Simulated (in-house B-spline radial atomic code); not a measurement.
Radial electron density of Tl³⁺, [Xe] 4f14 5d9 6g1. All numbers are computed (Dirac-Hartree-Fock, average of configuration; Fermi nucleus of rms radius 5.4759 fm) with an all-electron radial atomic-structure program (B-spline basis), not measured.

Columns: r (bohr), 4πr²n(r) (electrons per bohr), bar.

```
0.000411    3.089 #
 0.00053    4.596 #
0.000683     6.78 ##
0.000881     9.93 ###
 0.00114    14.46 ####
 0.00146    20.49 ######
 0.00189    29.01 ########
 0.00244    40.08 ############
 0.00314    53.77 ################
 0.00405    69.98 ####################
 0.00522    87.29 #########################
 0.00674    103.4 ##############################
 0.00869    114.8 #################################
  0.0112    118.5 ##################################
  0.0144    114.1 #################################
  0.0186    106.5 ###############################
   0.024    105.7 ###############################
   0.031    119.5 ###################################
    0.04    141.7 #########################################
  0.0515    151.6 ############################################
  0.0664    137.2 ########################################
  0.0857      120 ###################################
   0.111    129.7 ######################################
   0.143    142.4 #########################################
   0.184    115.7 ##################################
   0.237    81.58 ########################
   0.306    87.94 ##########################
   0.394    92.41 ###########################
   0.508    61.38 ##################
   0.655    32.77 ##########
   0.845    24.38 #######
    1.09    18.81 #####
    1.41    10.17 ###
    1.81     3.79 #
    2.34   0.8832 
    3.01   0.1395 
    3.89   0.0638 
    5.01   0.0749 
    6.47  0.02253 
    8.34  0.01753 
    10.8   0.1274 
    13.9  0.09419 
    17.9  0.01487 
    23.1 0.0004125 
    29.7 1.534e-06 
    38.3 3.873e-10
```

On this grid the curve has 6 maxima, near 0.0112, 0.0515, 0.143, 0.394, 5.01, 10.8 bohr.

The 5d5/2 radial function P(r) = rR(r), positive near the nucleus, with its small component Q(r) (sign convention: Q ≈ (P' + κP/r)/2c):

```csv
r (bohr),P,Q
0.00674,0.001395,-0.0001369
0.0112,0.005525,-0.0005381
0.0186,0.02024,-0.001955
0.031,0.06592,-0.006319
0.0515,0.1725,-0.01656
0.0857,0.3116,-0.03131
0.143,0.2367,-0.03308
0.237,-0.2562,-0.004927
0.394,-0.4377,0.01876
0.655,0.3824,0.004702
1.09,0.989,-0.009673
1.81,0.6017,-0.006062
3.01,0.1182,-0.001088
5.01,0.00419,-3.623e-05
```
